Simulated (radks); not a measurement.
W4+, configuration [Kr] 4d10 4f14 5s2 5p5 5d2 6p1 (not the ground configuration). Method: Dirac Kohn-Sham, LDA (Slater exchange, Perdew-Zunger correlation), spin-unpolarised, spherical densities, finite nucleus; open shells fill j = l - 1/2 first; Fermi nuclear charge, rms radius 5.3658 fm; computed with a radial shooting solver on a logarithmic mesh with Libxc functionals.

Radial electron density D(r) = 4 pi r^2 rho(r):

r (bohr)  D(r) (e/bohr)
0.001661          16.71
0.002251          25.56
0.003027          37.51
0.004069          52.92
0.005515          71.35
0.007414          88.99
0.01005           101.9
0.01351           104.7
0.01816           98.37
0.02462           92.85
0.0331            102.6
0.04485           126.0
0.06031           134.4
0.08108           115.2
0.1099            106.1
0.1477            123.0
0.2002            104.9
0.2692            66.57
0.3619            71.51
0.4905            69.13
0.6595            38.70
0.8938            19.91
1.202             11.61
1.616             4.811
2.189             1.557
2.944            0.6004
3.99             0.1356
5.364          0.009984
7.211         0.0001521

D(r) has 4 maxima, at r = 0.0126, 0.0566, 0.158, 0.418 bohr, and minima at 0.0244, 0.101, 0.296 bohr, inside which lie 2.02, 11.07, 29.97 electrons.
